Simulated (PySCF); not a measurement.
C₂H₇ClO₂Si, SMILES OCC[Si@H](O)Cl. Geometry: PBE-D3(BJ)/def2-SVP. The structure was generated by enumeration; whether it is a known compound was not checked. Other conformers were not sampled.

Computed equilibrium geometry at PBE-D3(BJ)/def2-SVP (PySCF confirms it by a frequency run) as a Z-matrix (one conformer of several):
```
C
H 1 1.1111
H 1 1.1125 2 106.23
C 1 1.5330 2 111.82 3 -121.66
H 4 1.1103 1 109.73 2 -44.71
H 4 1.1175 5 106.45 1 -119.74
O 4 1.4209 5 105.43 6 -119.04
H 7 0.9768 4 107.86 5 -172.97
Si 1 1.8817 2 109.07 3 114.29
O 9 1.6758 1 105.67 2 -36.39
H 10 0.9732 9 115.50 1 -177.51
H 9 1.4982 10 111.22 11 56.75
Cl 9 2.1050 12 106.83 10 118.75
```
